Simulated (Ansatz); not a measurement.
Process, species as SMILES: FSF → 2 F atom + S atom
B3LYP-D3(BJ)/def2-TZVP geometries, fixed; electronic energies without zero-point terms.

Basis-set convergence of the atomisation energy at PBE with Ansatz (a quantum-chemistry and plane-wave program). All functions are spherical. Open shells are unrestricted. No added dispersion term, no relativity. Functions are those of the species that has most. Reference: the value in aug-cc-pV(5+d)Z, 193.12 kcal/mol, itself unsure by roughly 0.13 kcal/mol (its mean distance from pcseg-4, aug-pcseg-3, aug-cc-pV(Q+d)Z). Deviations are taken from unrounded values.

```
basis            functions
---------------  ---------
def2-SVP                46
aug-pcseg-1             73
aug-cc-pV(D+d)Z         78
def2-TZVP               99
def2-TZVPP             104
jun-cc-pV(T+d)Z        126
aug-pcseg-2            142
aug-cc-pV(T+d)Z        147
def2-QZVPP             184
aug-cc-pV(Q+d)Z        249
aug-pcseg-3            259
aug-cc-pV(5+d)Z        390
```

Question: Which is the smallest set listed that can be trusted to 1 kcal/mol here, that is, within that of the reference together with its larger relatives (same family, alike in diffuse functions; a set with none to test it counts only in the reference's own line)?

Answer: The smallest set listed that lies within 1 kcal/mol of the reference with all its larger relatives (same family, alike in diffuse functions; a set with none counts only in the reference's own line) is aug-cc-pV(Q+d)Z (249 functions, -0.18 kcal/mol off). Inside, with no larger relative to test it: def2-QZVPP, aug-pcseg-3. Value minus reference: def2-SVP -10.35, aug-pcseg-1 -13.50, aug-cc-pV(D+d)Z -7.32, def2-TZVP -1.81, def2-TZVPP -1.73, jun-cc-pV(T+d)Z -1.83, aug-pcseg-2 -1.27, aug-cc-pV(T+d)Z -1.27, def2-QZVPP -0.53, aug-cc-pV(Q+d)Z -0.18, aug-pcseg-3 0.08, aug-cc-pV(5+d)Z 0.00 kcal/mol.
